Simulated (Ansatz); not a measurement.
Two isomers of C3H5Al: A = `C=[C]1[CH2][AlH]1`, B = `[CH3][Al]1[CH]=[CH]1`.

Isolated molecules relaxed with PBE0-D4/def2-TZVP in Ansatz; ΔE leaves out vibrations. CCSD(T)/CBS is the MP2 limit (def2-TZVPP, def2-QZVPP) plus CCSD(T) − MP2 in def2-TZVPP, frozen cores. DFT in def2-TZVPP. B3LYP here is the variant with VWN-RPA as its local correlation; programs differ in this.

A:

```xyz
9

C    -0.2845    1.4060    0.7745
C     0.1945    0.3814    0.0821
C    -0.5588   -0.7243   -0.6806
Al    1.2523   -1.1468   -0.1843
H    -1.3461    1.6575    0.7739
H     0.3631    2.0433    1.3694
H    -0.6295   -0.5151   -1.7545
H    -1.5261   -1.0458   -0.2934
H     2.5351   -2.0561   -0.0872
```

B:

Z-matrix (Å, degrees):
```
C
Al 1 1.939
H 1 1.092 2 111.3
H 1 1.094 2 110.0 3 119.3
H 1 1.092 2 111.4 3 -121.3
C 2 1.855 1 158.3 3 -31.5
C 2 1.855 1 158.4 3 151.0
H 6 1.089 2 164.5 1 1.4
H 7 1.089 2 164.5 1 -1.5
```

Q: Which isomer does CCSD(T)/CBS put lower? Give the gap. (Best estimate.)

A: Ansatz gave: B, by 88.7 kJ/mol.

Q: Give E(B) − E(A) in kJ/mol with CCSD/def2-TZVPP, r2SCAN-D4, B2PLYP, B3LYP, ωB97M-V, MP2/def2-TZVPP, LDA (SPW92). (Estimate.)

A: Computed: CCSD/def2-TZVPP -90.0, r2SCAN-D4 -86.2, B2PLYP -87.7, B3LYP -83.9, ωB97M-V -90.8, MP2/def2-TZVPP -90.3, LDA (SPW92) -70.8. None reverses the order clearly.

Largest T1 diagnostic: 0.012.

From r2SCAN to r2SCAN0 (25 % exact exchange), in def2-TZVPP and without D4, E(B) − E(A) moves by −4.5 kJ/mol. Leaving LDA and LC-ωPBE aside and taking each functional with its dispersion term where it has one, the values, not all of them listed here, spread over 17.9 kJ/mol, from PBE-QIDH to revPBE-D4. LDA lies +6.9 kJ/mol from PBE without D4.
